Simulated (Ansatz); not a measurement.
C3H8BNO, SMILES `C=C(O)B(C)N` at its PBE0-D4/def2-TZVP geometry, where that method's forces vanish. Total charge 0; spin multiplicity 1.

| atom | x (Å) | y (Å) | z (Å) |
| --- | --- | --- | --- |
| C1 | -1.8611 | -0.0739 | 0.8611 |
| C2 | -0.5403 | -0.2299 | 0.9551 |
| O3 | -0.0233 | -0.6774 | 2.1493 |
| B4 | 0.4375 | -0.0342 | -0.2599 |
| C5 | 0.0833 | 0.8869 | -1.4826 |
| N6 | 1.6650 | -0.7069 | -0.2027 |
| H7 | -2.5207 | -0.2768 | 1.6977 |
| H8 | -2.3021 | 0.2431 | -0.0737 |
| H9 | 0.9102 | -0.4534 | 2.1790 |
| H10 | -0.8408 | 0.5513 | -1.9640 |
| H11 | -0.1032 | 1.9151 | -1.1587 |
| H12 | 0.8619 | 0.9093 | -2.2493 |
| H13 | 1.8841 | -1.4078 | 0.4856 |
| H14 | 2.3494 | -0.6453 | -0.9370 |

Q: For each bond, give half the difference of the two atoms' forces along it (eV/Å; positive pushes the atoms apart) under PBE-D4, r2SCAN-D4, B3LYP-D4, ωB97M-V in def2-TZVPP. (Best estimate.)

A: Ansatz gave: 
| bond | length (Å) | PBE-D4 | r2SCAN-D4 | B3LYP-D4 | ωB97M-V |
| --- | --- | --- | --- | --- | --- |
| C1–C2 | 1.333 | 0.43 | 0.20 | 0.02 | -0.18 |
| C1–H7 | 1.084 | -0.01 | -0.09 | -0.08 | -0.03 |
| C1–H8 | 1.081 | 0.00 | -0.08 | -0.09 | -0.03 |
| C2–O3 | 1.376 | 0.31 | 0.29 | 0.34 | 0.31 |
| C2–B4 | 1.572 | -0.34 | -0.21 | -0.13 | 0.04 |
| O3–H9 | 0.960 | 0.40 | 0.01 | -0.06 | -0.11 |
| B4–C5 | 1.571 | -0.10 | -0.03 | 0.06 | 0.04 |
| B4–N6 | 1.401 | 0.10 | 0.13 | 0.07 | 0.06 |
| C5–H10 | 1.095 | 0.14 | -0.01 | -0.05 | -0.07 |
| C5–H11 | 1.094 | 0.13 | 0.00 | -0.04 | -0.06 |
| C5–H12 | 1.093 | 0.12 | -0.01 | -0.03 | -0.05 |
| N6–H13 | 1.007 | 0.21 | -0.01 | -0.01 | -0.05 |
| N6–H14 | 1.006 | 0.18 | -0.02 | -0.03 | -0.05 |

B3LYP here is the variant with VWN-RPA as its local correlation; programs differ in this.
